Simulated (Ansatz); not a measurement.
Consider the substitution at a C–C bond: `CC(C)(C)[O][AlH2]` + `SBS` → `CSBS` + `CC(C)[O][AlH2]`.

Calculated with Ansatz (gas phase, PBE0-D4/def2-TZVP geometries, no zero-point term in ΔE). CCSD(T)/CBS is the MP2 limit (def2-TZVPP, def2-QZVPP) plus CCSD(T) − MP2 in def2-TZVPP, frozen cores. DFT in def2-TZVPP. B3LYP here is the variant with VWN-RPA as its local correlation; programs differ in this. HSE06 is defined as in plane-wave codes. Each species was taken in one conformer, which may not be the lowest.

```csv
level,ΔE (kJ/mol),difference from CCSD(T)/CBS
LDA (SPW92),24.7,0.0
PBE-D4,15.9,-8.8
B97M-V,23.7,-1.0
HSE06-D4,18.3,-6.4
ωB97X-V,22.7,-2.0
B2PLYP,18.1,-6.6
PBE-QIDH,22.0,-2.7
BLYP,8.5,-16.2
PBE0,15.5,-9.2
B3LYP,12.5,-12.2
BHLYP,17.1,-7.6
RPA@PBE/def2-TZVPP,28.1,3.4
SCS-MP2/def2-TZVPP,24.7,0.0
CCSD(T)/def2-TZVPP,27.3,2.6
MP2/def2-QZVPP,25.4,0.7
CCSD/CBS(def2),24.2,-0.5
CCSD(T)/CBS,24.7,0
```

Largest T1 diagnostic among the species: 0.014.

The D4 term adds +5.8 kJ/mol with B3LYP and +3.3 kJ/mol with PBE0; it sums over pairs of atoms, weighted by their polarisabilities, and B3LYP, whose exchange is more repulsive, gets the larger term. At CCSD(T), def2-SVP lies +15.3 kJ/mol from the extrapolated value and def2-TZVPP +2.6 kJ/mol.
